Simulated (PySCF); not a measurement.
A geometry optimisation, step by step.

Compound: C5H5BrS.
Numbering: `[S:1]=[CH:2]/[CH:3]=[CH:4]\[CH:5]=[CH:6]/[Br:7]` (hydrogens: H8 on C2; H9 on C3; H10 on C4; H11 on C5; H12 on C6)

Method: BHandHLYP/cc-pVDZ geometry optimisation, gas phase in PySCF 2.14.0; density fitting, grid level 1; the optimiser is geomeTRIC in internal coordinates, started from a GFN2-xTB structure. The frame can shift and turn from step to step; on so coarse a grid that alone can change the energy by a few meV, and forces under 0.02 eV/Å are noise.

Step 0: E = -86142.4932 eV, largest atomic force 1.143 eV/Å
```
atom  x, y, z in Å  |  force x, y, z in eV/Å
S1      3.748   -0.080   -0.232   -0.160  -0.046  -0.112
C2      2.118   -0.144   -0.364    0.997  -0.155  -0.344
C3      1.249    0.295    0.664   -0.981   0.236   0.538
C4     -0.108    0.276    0.636    0.730   0.123   0.305
C5     -0.924   -0.195   -0.437   -0.652  -0.092  -0.230
C6     -2.264   -0.203   -0.442    0.400   0.021   0.042
Br7    -3.338    0.408    0.976   -0.095  -0.004  -0.005
H8      1.697   -0.542   -1.281   -0.178  -0.040  -0.098
H9      1.740    0.680    1.549    0.011   0.038   0.088
H10    -0.638    0.648    1.504    0.029   0.037   0.081
H11    -0.437   -0.577   -1.323   -0.034  -0.072  -0.160
H12    -2.842   -0.568   -1.276   -0.065  -0.047  -0.103
```

Step 1: E = -86142.5219 eV, largest atomic force 0.299 eV/Å
```
atom  x, y, z in Å  |  force x, y, z in eV/Å
S1      3.756   -0.125   -0.250    0.113   0.019   0.043
C2      2.135   -0.153   -0.331   -0.278  -0.018  -0.028
C3      1.242    0.299    0.711    0.284  -0.030  -0.087
C4     -0.102    0.282    0.652   -0.240  -0.003   0.009
C5     -0.921   -0.188   -0.445    0.180   0.006  -0.003
C6     -2.251   -0.196   -0.487   -0.162  -0.009  -0.010
Br7    -3.395    0.408    0.885    0.032  -0.006  -0.016
H8      1.659   -0.541   -1.234    0.055   0.008   0.016
H9      1.723    0.682    1.604   -0.008   0.010   0.025
H10    -0.647    0.657    1.512    0.012   0.000   0.004
H11    -0.430   -0.577   -1.332   -0.013   0.011   0.023
H12    -2.801   -0.564   -1.344    0.024   0.011   0.024
```

Step 2: E = -86142.5193 eV, largest atomic force 0.207 eV/Å
```
atom  x, y, z in Å  |  force x, y, z in eV/Å
S1      3.752   -0.102   -0.196    0.099  -0.055  -0.123
C2      2.134   -0.159   -0.342   -0.036   0.082   0.186
C3      1.239    0.293    0.695   -0.089   0.003   0.004
C4     -0.110    0.280    0.647    0.041  -0.045  -0.097
C5     -0.923   -0.190   -0.451   -0.032   0.020   0.044
C6     -2.256   -0.195   -0.485   -0.003   0.003   0.008
Br7    -3.371    0.415    0.906   -0.048  -0.006  -0.013
H8      1.687   -0.552   -1.256    0.025   0.005   0.012
H9      1.720    0.677    1.588    0.010  -0.007  -0.013
H10    -0.650    0.656    1.510    0.024  -0.005  -0.013
H11    -0.435   -0.578   -1.339    0.009   0.003   0.006
H12    -2.816   -0.560   -1.335    0.000   0.000  -0.001
```

Step 3: E = -86142.5228 eV, largest atomic force 0.119 eV/Å
```
atom  x, y, z in Å  |  force x, y, z in eV/Å
S1      3.754   -0.112   -0.219    0.037  -0.027  -0.061
C2      2.133   -0.158   -0.339   -0.032   0.047   0.104
C3      1.241    0.296    0.700   -0.032   0.003   0.004
C4     -0.107    0.282    0.652    0.011  -0.032  -0.068
C5     -0.923   -0.187   -0.446   -0.029   0.010   0.022
C6     -2.256   -0.196   -0.486    0.012   0.006   0.015
Br7    -3.388    0.410    0.893   -0.008  -0.003  -0.006
H8      1.677   -0.549   -1.249    0.018   0.000   0.001
H9      1.724    0.679    1.593    0.003  -0.003  -0.005
H10    -0.647    0.658    1.515    0.013   0.001  -0.001
H11    -0.432   -0.575   -1.332    0.005   0.001   0.000
H12    -2.808   -0.562   -1.341    0.002  -0.002  -0.005
```

Step 4: E = -86142.5221 eV, largest atomic force 0.091 eV/Å
```
atom  x, y, z in Å  |  force x, y, z in eV/Å
S1      3.760   -0.120   -0.234   -0.009   0.018   0.041
C2      2.136   -0.152   -0.326   -0.027  -0.020  -0.039
C3      1.239    0.299    0.708    0.063  -0.025  -0.060
C4     -0.108    0.278    0.642    0.015   0.023   0.057
C5     -0.921   -0.192   -0.457    0.040   0.005   0.011
C6     -2.254   -0.196   -0.488   -0.012   0.001   0.003
Br7    -3.366    0.413    0.905   -0.053  -0.007  -0.017
H8      1.675   -0.542   -1.233   -0.006  -0.001  -0.007
H9      1.713    0.684    1.605   -0.012   0.002   0.004
H10    -0.655    0.652    1.501    0.003  -0.001  -0.002
H11    -0.433   -0.580   -1.345   -0.002   0.003   0.005
H12    -2.815   -0.561   -1.337   -0.001   0.002   0.004
```

Step 5: E = -86142.5233 eV, largest atomic force 0.062 eV/Å
```
atom  x, y, z in Å  |  force x, y, z in eV/Å
S1      3.758   -0.121   -0.237   -0.003   0.012   0.026
C2      2.134   -0.153   -0.330   -0.017  -0.014  -0.026
C3      1.241    0.299    0.708    0.041  -0.017  -0.043
C4     -0.107    0.280    0.646   -0.006   0.016   0.040
C5     -0.921   -0.189   -0.451    0.018   0.004   0.008
C6     -2.254   -0.196   -0.487   -0.002  -0.001   0.000
Br7    -3.381    0.409    0.896   -0.018  -0.004  -0.009
H8      1.671   -0.543   -1.236   -0.001   0.000  -0.003
H9      1.718    0.683    1.603   -0.008   0.001   0.003
H10    -0.650    0.655    1.507   -0.001   0.000   0.001
H11    -0.431   -0.577   -1.338   -0.003   0.002   0.002
H12    -2.809   -0.562   -1.341    0.001   0.001   0.001
```

Step 6: E = -86142.5235 eV, largest atomic force 0.072 eV/Å
```
atom  x, y, z in Å  |  force x, y, z in eV/Å
S1      3.759   -0.118   -0.229   -0.008   0.000   0.002
C2      2.135   -0.156   -0.334   -0.040  -0.003  -0.012
C3      1.241    0.296    0.701    0.021   0.027   0.064
C4     -0.108    0.283    0.652    0.017  -0.026  -0.058
C5     -0.924   -0.186   -0.445   -0.017  -0.004  -0.010
C6     -2.256   -0.196   -0.487    0.015   0.008   0.019
Br7    -3.391    0.407    0.890   -0.014   0.000   0.000
H8      1.678   -0.546   -1.243    0.001  -0.003  -0.006
H9      1.721    0.680    1.595    0.005   0.002   0.007
H10    -0.647    0.658    1.516    0.011  -0.001  -0.003
H11    -0.432   -0.573   -1.331    0.009   0.000  -0.002
H12    -2.806   -0.563   -1.343    0.001   0.000  -0.001
```

Step 7: E = -86142.5236 eV, largest atomic force 0.056 eV/Å
```
atom  x, y, z in Å  |  force x, y, z in eV/Å
S1      3.751   -0.122   -0.237    0.012  -0.009  -0.020
C2      2.127   -0.156   -0.336    0.035   0.018   0.038
C3      1.243    0.299    0.707   -0.038  -0.015  -0.032
C4     -0.105    0.284    0.655   -0.005   0.005   0.013
C5     -0.919   -0.185   -0.443   -0.006   0.001   0.002
C6     -2.252   -0.197   -0.488   -0.004  -0.001  -0.002
Br7    -3.396    0.403    0.883    0.008   0.001   0.003
H8      1.663   -0.546   -1.242    0.006   0.003   0.008
H9      1.727    0.682    1.600    0.000  -0.004  -0.009
H10    -0.646    0.659    1.517   -0.004   0.000   0.000
H11    -0.426   -0.571   -1.329   -0.005   0.001   0.001
H12    -2.798   -0.564   -1.346    0.000   0.000  -0.002
```

Step 8: E = -86142.5236 eV, largest atomic force 0.034 eV/Å
```
atom  x, y, z in Å  |  force x, y, z in eV/Å
S1      3.759   -0.119   -0.228    0.002   0.001   0.000
C2      2.136   -0.155   -0.332   -0.002  -0.002  -0.001
C3      1.243    0.298    0.704   -0.002  -0.008  -0.019
C4     -0.106    0.281    0.647   -0.013   0.013   0.029
C5     -0.924   -0.187   -0.448    0.026   0.004   0.008
C6     -2.257   -0.195   -0.485   -0.013  -0.007  -0.016
Br7    -3.394    0.406    0.891    0.015   0.000   0.000
H8      1.679   -0.545   -1.241   -0.006   0.000  -0.002
H9      1.721    0.681    1.599   -0.003   0.000   0.000
H10    -0.645    0.656    1.510   -0.004   0.002   0.004
H11    -0.435   -0.574   -1.336    0.001  -0.001  -0.003
H12    -2.807   -0.562   -1.341   -0.001   0.000  -0.001
```

Step 9: E = -86142.5237 eV, largest atomic force 0.026 eV/Å
```
atom  x, y, z in Å  |  force x, y, z in eV/Å
S1      3.756   -0.122   -0.235   -0.007   0.005   0.011
C2      2.132   -0.155   -0.332   -0.010  -0.009  -0.017
C3      1.241    0.298    0.706    0.020   0.007   0.015
C4     -0.107    0.283    0.652    0.007  -0.005  -0.011
C5     -0.921   -0.187   -0.446   -0.008   0.001   0.001
C6     -2.254   -0.197   -0.488    0.001   0.000   0.000
Br7    -3.391    0.405    0.889   -0.006  -0.001  -0.001
H8      1.671   -0.545   -1.240    0.000   0.000  -0.002
H9      1.721    0.682    1.599    0.001   0.001   0.003
H10    -0.648    0.658    1.514    0.002  -0.002  -0.003
H11    -0.429   -0.573   -1.333    0.000   0.002   0.002
H12    -2.803   -0.563   -1.344    0.000   0.001   0.001
```

Q: Summarise the path.

A: The energy falls by 0.0305 eV from step 0 to step 9; nine tenths of that is first reached at step 1. It rises by more than 0.2 meV at steps 2 and 4. The largest force goes from 1.143 to 0.026 eV/Å. Among the bonds C2–C3 changes most, from 1.416 to 1.441 Å; the atoms move by 0.033 Å rms after alignment.

Q: Follow the three bonds and two angles with the largest change from start to end.

A: 
```json
{"step": "0", "E above end (eV)": "0.0305", "largest force (eV/Å)": "1.143", "C2–C3 (Å)": "1.416", "C4–C5 (Å)": "1.427", "S1=C2 (Å)": "1.637", "C3–C2–H8 (°)": "119.3", "S1–C2–C3 (°)": "122.7"}
{"step": "1", "E above end (eV)": "0.0018", "largest force (eV/Å)": "0.299", "C2–C3 (Å)": "1.445", "C4–C5 (Å)": "1.447", "S1=C2 (Å)": "1.623", "C3–C2–H8 (°)": "116.0", "S1–C2–C3 (°)": "125.1"}
{"step": "2", "E above end (eV)": "0.0044", "largest force (eV/Å)": "0.207", "C2–C3 (Å)": "1.443", "C4–C5 (Å)": "1.446", "S1=C2 (Å)": "1.626", "C3–C2–H8 (°)": "117.5", "S1–C2–C3 (°)": "122.8"}
{"step": "3", "E above end (eV)": "0.0010", "largest force (eV/Å)": "0.119", "C2–C3 (Å)": "1.442", "C4–C5 (Å)": "1.446", "S1=C2 (Å)": "1.626", "C3–C2–H8 (°)": "117.1", "S1–C2–C3 (°)": "123.6"}
{"step": "4", "E above end (eV)": "0.0016", "largest force (eV/Å)": "0.091", "C2–C3 (Å)": "1.441", "C4–C5 (Å)": "1.445", "S1=C2 (Å)": "1.627", "C3–C2–H8 (°)": "116.5", "S1–C2–C3 (°)": "125.0"}
{"step": "5", "E above end (eV)": "0.0004", "largest force (eV/Å)": "0.062", "C2–C3 (Å)": "1.441", "C4–C5 (Å)": "1.445", "S1=C2 (Å)": "1.627", "C3–C2–H8 (°)": "116.6", "S1–C2–C3 (°)": "124.8"}
{"step": "6", "E above end (eV)": "0.0003", "largest force (eV/Å)": "0.072", "C2–C3 (Å)": "1.441", "C4–C5 (Å)": "1.445", "S1=C2 (Å)": "1.627", "C3–C2–H8 (°)": "116.8", "S1–C2–C3 (°)": "124.4"}
{"step": "7", "E above end (eV)": "0.0002", "largest force (eV/Å)": "0.056", "C2–C3 (Å)": "1.441", "C4–C5 (Å)": "1.445", "S1=C2 (Å)": "1.627", "C3–C2–H8 (°)": "117.0", "S1–C2–C3 (°)": "124.2"}
{"step": "8", "E above end (eV)": "0.0002", "largest force (eV/Å)": "0.034", "C2–C3 (Å)": "1.441", "C4–C5 (Å)": "1.445", "S1=C2 (Å)": "1.627", "C3–C2–H8 (°)": "116.9", "S1–C2–C3 (°)": "124.4"}
{"step": "9", "E above end (eV)": "0.0000", "largest force (eV/Å)": "0.026", "C2–C3 (Å)": "1.441", "C4–C5 (Å)": "1.445", "S1=C2 (Å)": "1.627", "C3–C2–H8 (°)": "116.8", "S1–C2–C3 (°)": "124.6"}
```

The cost below is that of the whole optimisation. Time: 62 s wall; peak memory 0.67 GiB. Hardware: Arm Neoverse V2, one thread, on a shared host.
